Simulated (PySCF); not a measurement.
Si(Cl)(GeH3)(OH)2, SMILES O[Si](O)(Cl)[GeH3] (H5ClGeO2Si), CAM-B3LYP/def2-SVP optimised geometry.

```
10

O      0.97    -0.97     0.00
Si    -0.67    -0.97     0.00
O     -1.19    -1.68     1.40
Cl    -1.42     0.97     0.00
Ge    -1.38    -2.06    -1.97
H      1.42    -0.70     0.81
H     -2.02    -1.38     1.79
H     -2.92    -2.08    -2.02
H     -0.86    -1.32    -3.21
H     -0.87    -3.51    -2.00
```

Density from CAM-B3LYP/def2-TZVP run with PySCF 2.14.0 at that geometry.

Minimum of the electron density along straight lines between bonded atoms, close to the bond critical point (lines longer than 1.1 times the sum of covalent radii, or with two minima, are not listed):

```json
[
 {"bond": "O1–Si2", "length / Å": "1.642", "ρ at the minimum / e bohr⁻³": "0.142", "∇²ρ there / e bohr⁻⁵": "0.82", "position (fraction from the first atom)": "0.59"},
 {"bond": "Si2–O3", "length / Å": "1.652", "ρ at the minimum / e bohr⁻³": "0.139", "∇²ρ there / e bohr⁻⁵": "0.78", "position (fraction from the first atom)": "0.41"},
 {"bond": "Si2–Cl4", "length / Å": "2.085", "ρ at the minimum / e bohr⁻³": "0.095", "∇²ρ there / e bohr⁻⁵": "0.18", "position (fraction from the first atom)": "0.36"},
 {"bond": "Si2–Ge5", "length / Å": "2.361", "ρ at the minimum / e bohr⁻³": "0.099", "∇²ρ there / e bohr⁻⁵": "-0.15", "position (fraction from the first atom)": "0.50"},
 {"bond": "O1–H6", "length / Å": "0.965", "ρ at the minimum / e bohr⁻³": "0.349", "∇²ρ there / e bohr⁻⁵": "-2.37", "position (fraction from the first atom)": "0.81"},
 {"bond": "O3–H7", "length / Å": "0.963", "ρ at the minimum / e bohr⁻³": "0.350", "∇²ρ there / e bohr⁻⁵": "-2.39", "position (fraction from the first atom)": "0.81"},
 {"bond": "Ge5–H8", "length / Å": "1.536", "ρ at the minimum / e bohr⁻³": "0.133", "∇²ρ there / e bohr⁻⁵": "0.06", "position (fraction from the first atom)": "0.59"},
 {"bond": "Ge5–H9", "length / Å": "1.534", "ρ at the minimum / e bohr⁻³": "0.134", "∇²ρ there / e bohr⁻⁵": "0.06", "position (fraction from the first atom)": "0.59"},
 {"bond": "Ge5–H10", "length / Å": "1.535", "ρ at the minimum / e bohr⁻³": "0.133", "∇²ρ there / e bohr⁻⁵": "0.06", "position (fraction from the first atom)": "0.59"}
]
```
